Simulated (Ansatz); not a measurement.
Species: CrH, charge 0, multiplicity 6. The spin state was set by rule; other spins were not relaxed. 
Coordinates optimised at B3LYP-D3(BJ)/def2-TZVP (Ansatz, a program for electronic structure):
```
Cr
H 1 1.6625
```
Charge 0, spin multiplicity 6.

Basis-set convergence of Hartree-Fock and CCSD correlation energies (hartree) with Ansatz. Cores are frozen in the correlated levels unless marked. Open shells are spin-unrestricted. No spin-orbit coupling. The frozen core is the preceding noble-gas configuration, with the filled d and f shells of earlier blocks. No relativistic terms.

The T1 diagnostic of CCSD in the largest basis is 0.148, which is high, so the coupled-cluster rows are less sure than usual.

```tsv
basis	functions	E(HF)	E(corr, CCSD)
def2-SVPD	42	-1043.73253	-0.09981
def2-TZVPPD	84	-1043.87301	-0.13538
def2-QZVPPD	126	-1043.89496	-0.14307
```

Extrapolating the two largest sets (X = 3 and 4) as X^-3: E(corr) = (64·(-0.14307) - 27·(-0.13538))/37 = -0.1487 Eh, an estimate of the basis-set limit. The largest set recovers 96.2 % of it, the smallest 67.1 %.
